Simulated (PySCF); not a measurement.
## SMILES CS[SiH2][SiH2][GeH3], CH₁₀GeSSi₂

Geometry (Å), atoms numbered from 1 in this order:
```xyz
15

C    -3.5287   -0.2121   -0.0104
S    -2.0649   -1.2842   -0.1006
Si   -0.5174    0.2030   -0.1949
Si    1.4927   -0.9312   -0.3208
Ge    3.2312    0.6105   -0.0951
H    -3.4725    0.4086    0.8786
H    -3.5828    0.4044   -0.9024
H    -4.3940   -0.8642    0.0451
H    -0.7180    1.0516    0.9864
H    -0.8600    1.0535   -1.3413
H     1.6609   -1.6295   -1.6002
H     1.6348   -1.9548    0.7196
H     3.3265    1.2799    1.2447
H     4.6223    0.0923   -0.3075
H     3.1657    1.7804   -1.0345
```

The calculation used GIAO X3LYP/pcseg-1 magnetisability, rotational g tensor and spin-rotation constants, non-relativistic, gas phase in PySCF. Geometry: GFN2-xTB.

The calculation is non-relativistic, which matters for the atoms heavier than Zn.

(1) Give the nuclear spin-rotation constants along the inertial axes (H = +C I·J) beside the isotropic shieldings.

Answers

(1) Rotational constants 5.9850, 0.4430, 0.4199 GHz. A star marks the isotopologue with that one atom substituted, in its own axes.
| atom | isotope | Caa (kHz) | Cbb (kHz) | Ccc (kHz) | mean (kHz) | σ (ppm) |
| --- | --- | --- | --- | --- | --- | --- |
| H6 | 1H | -0.588 | -0.027 | -0.014 | -0.209 | 29.8 |
| H7 | 1H | -0.603 | -0.037 | -0.003 | -0.214 | 29.8 |
| H8 | 1H | 0.033 | -0.039 | -0.045 | -0.017 | 29.6 |
| H9 | 1H | -0.529 | -0.014 | -0.010 | -0.184 | 27.5 |
| H10 | 1H | -0.517 | -0.024 | -0.001 | -0.181 | 27.4 |
| H11 | 1H | -0.577 | -0.023 | -0.007 | -0.202 | 28.4 |
| H12 | 1H | -0.576 | -0.019 | -0.011 | -0.202 | 28.4 |
| H13 | 1H | -0.545 | -0.031 | -0.005 | -0.194 | 28.9 |
| H14 | 1H | -0.045 | -0.028 | -0.042 | -0.038 | 28.8 |
| H15 | 1H | -0.551 | -0.018 | -0.018 | -0.195 | 29.0 |
| C1 | 13C* | 0.762 | 0.057 | 0.060 | 0.293 | 173.2 |
| S2 | 33S* | 0.662 | 0.075 | 0.086 | 0.274 | 703.4 |
| Si3 | 29Si* | -3.134 | -0.279 | -0.263 | -1.225 | 383.4 |
| Si4 | 29Si* | -2.995 | -0.236 | -0.206 | -1.146 | 453.4 |
| Ge5 | 73Ge* | -1.248 | -0.096 | -0.092 | -0.479 | 1754.2 |

For the geometry as given, no vibrational averaging.
